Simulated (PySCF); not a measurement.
**UHF on Ge³⁺ (germanium, charge +3)**

Configuration: [Ar] 3d10 4s1, 2S determinant. Calculation: PySCF 2.14, in def2-TZVPPD; the non-relativistic Hamiltonian (point nucleus).

- Total energy: -2073.323301 hartree
- One-electron energy: -2856.3699 hartree
- Hartree (Coulomb) energy: 859.7965 hartree
- Exchange energy: -76.7499 hartree
- Kinetic energy: 2073.20901 hartree
- ⟨S²⟩: 0.7503
- ⟨L²⟩: 0.000
- Sum of ⟨r⟩: 15.86 bohr
- Sum of ⟨r²⟩: 14.81 bohr²
- Density at the nucleus (Gaussians lack the cusp): 21900 bohr⁻³
- Spin density at the nucleus: 14.7 bohr⁻³
- Langevin diamagnetic susceptibility: -11.7 ×10⁻⁶ cm³/mol

| shell | electrons | mean orbital energy (hartree) | rms radius, mean of both spins (bohr) |
| --- | --- | --- | --- |
| 1s α | 1 | -406.50900 | 0.0554 |
| 1s β | 1 | -406.50187 | 0.0554 |
| 2s α | 1 | -53.39772 | 0.231 |
| 2s β | 1 | -53.38902 | 0.231 |
| 2p α | 3 | -47.48360 | 0.205 |
| 2p β | 3 | -47.48128 | 0.205 |
| 3s α | 1 | -8.43741 | 0.678 |
| 3s β | 1 | -8.41346 | 0.678 |
| 3p α | 3 | -6.40302 | 0.704 |
| 3p β | 3 | -6.39472 | 0.704 |
| 3d α | 5 | -2.87497 | 0.798 |
| 3d β | 5 | -2.86912 | 0.798 |
| 4s α | 1 | -1.61994 | 2.04 |
